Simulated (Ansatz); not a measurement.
One change: `[SiH3][SiH2]BCl` becomes `[SiH3]BCl`.

Ansatz, PBE0-D4/def2-TZVP geometries, multiplicity 1. Each molecule was computed in one conformer, which needn't be the lowest.

```tsv
property	`[SiH3][SiH2]BCl`
HOMO–LUMO gap (PBE0/def2-TZVPP) / eV	5.46
LUMO energy (PBE/def2-TZVPP) / eV	-3.23
zero-point energy (PBE0-D4/def2-TZVP) / kJ/mol	145.0
LUMO energy (PBE0/def2-TZVPP) / eV	-2.33
size of the dipole moment (PBE/def2-TZVPP) / D	0.36
LUMO energy (B3LYP/def2-TZVPP) / eV	-2.49
```

Task: What does the change do to each property? (Best estimate.)

Result: The calculation gave: 
```tsv
property	`[SiH3]BCl`	shift
HOMO–LUMO gap (PBE0/def2-TZVPP) / eV	5.71	0.25
LUMO energy (PBE/def2-TZVPP) / eV	-3.23	0.00
zero-point energy (PBE0-D4/def2-TZVP) / kJ/mol	98.9	-46.1
LUMO energy (PBE0/def2-TZVPP) / eV	-2.28	0.05
size of the dipole moment (PBE/def2-TZVPP) / D	0.25	-0.11
LUMO energy (B3LYP/def2-TZVPP) / eV	-2.45	0.04
```

With PBE0 the HOMO falls by 0.19 eV and the LUMO rises by 0.05 eV, so the gap widens by about 0.24 eV. PBE moves the HOMO by -0.13 eV and ωB97M-V by -0.29 eV. The zero-point energy changes by -46.1 kJ/mol with -9 modes. Dipoles are sizes alone; their direction can turn.

B3LYP here is the variant with VWN-RPA as its local correlation; programs differ in this.
